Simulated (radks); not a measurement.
Q: All-electron atom: Ir I in [Xe] 4f14 5d7 6s2. All-electron calculation, Dirac Kohn-Sham, PBE, spin-unpolarised, spherical densities, point nucleus; open shells fill j = l - 1/2 first. Program: a radial shooting solver on a logarithmic mesh with Libxc functionals. Some entries of the table are withheld. Estimate them.

orbital  occ.  eigenvalue (hartree)  <r^2> (bohr^2)
1s1/2       2             -2793.714       0.0004193
2s1/2       2             -488.3250        0.006358
2p1/2       2             -467.7134        0.004517
2p3/2       4             -407.8926        0.005710
3s1/2       2             -114.1959         0.04137
3p1/2       2                   (1)         0.03783
3p3/2       4                   (2)         0.04431
3d3/2       4             -76.51213         0.03413
3d5/2       6             -73.68214         0.03590
4s1/2       2             -24.35180          0.2023
4p1/2       2             -20.46372          0.2074
4p3/2       4             -17.36596          0.2411
4d3/2       4             -11.00050             (3)
4d5/2       6             -10.42560             (4)
5s1/2       2              -3.58256           1.076
5p1/2       2              -2.36338           1.285
4f5/2       6              -2.33158          0.3462
4f7/2       8              -2.21697          0.3565
5p3/2       4              -1.86490           1.539
5d3/2       4              -0.28496             (5)
5d5/2       3              -0.24031             (6)
6s1/2       2              -0.23135           9.702

A: 
(1) 3p1/2 eigenvalue (hartree): -104.9763
(2) 3p3/2 eigenvalue (hartree): -91.87776
(3) 4d3/2 <r^2> (bohr^2): 0.2579
(4) 4d5/2 <r^2> (bohr^2): 0.2701
(5) 5d3/2 <r^2> (bohr^2): 3.401
(6) 5d5/2 <r^2> (bohr^2): 3.759
